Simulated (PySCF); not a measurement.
A GIAO shielding run with PySCF (density fitting, non-relativistic, gas phase) on SMILES CN(C)[Si@H]1[SiH2][SiH2]S[SiH2]1, C$_{2}$H$_{13}$NSSi$_{4}$:

```
$ OMP_NUM_THREADS=1 python probes_run.py task.json out

{"job": {"kind": "nmr", "xc": "PBE0", "basis": "pcSseg-1"}, "charge": 0, "multiplicity": 1}
C     -2.527206     1.204900    -0.691573
N     -1.534155     0.164413    -0.622475
C     -1.976818    -0.954074     0.172631
Si     0.149001     0.541710    -0.746283
Si     1.248636     1.250291     1.216380
Si     2.955173    -0.309785     1.481340
S      2.460267    -2.049900     0.276606
Si     1.272489    -1.383357    -1.407441
H     -3.455667     0.804407    -1.107244
H     -2.748829     1.625952     0.297071
H     -2.172246     2.004073    -1.336280
H     -1.215678    -1.731916     0.182912
H     -2.893692    -1.369850    -0.254389
H     -2.187585    -0.658783     1.208644
H      0.156509     1.544567    -1.827530
H      1.826308     2.601712     1.185430
H      0.390597     1.272007     2.414072
H      3.162875    -0.923969     2.786812
H      4.265203     0.126122     0.995656
H      0.576727    -2.618870    -1.749228
H      2.239172    -1.122705    -2.475582
```

Hardware: 1 thread of an Arm Neoverse N1, shared host. The job also computes population analyses, field gradients, ring-centre shieldings.

(1) How large is the calculation?

(2) How long does it take, and how much memory does it need?

Answers

(1) 104 electrons, 236 basis functions and 1341 auxiliary functions.

(2) 93 s of wall time, with 13 SCF cycles and 5 response iterations; peak memory 1 GiB. Times on a shared host scatter by some tens of per cent.
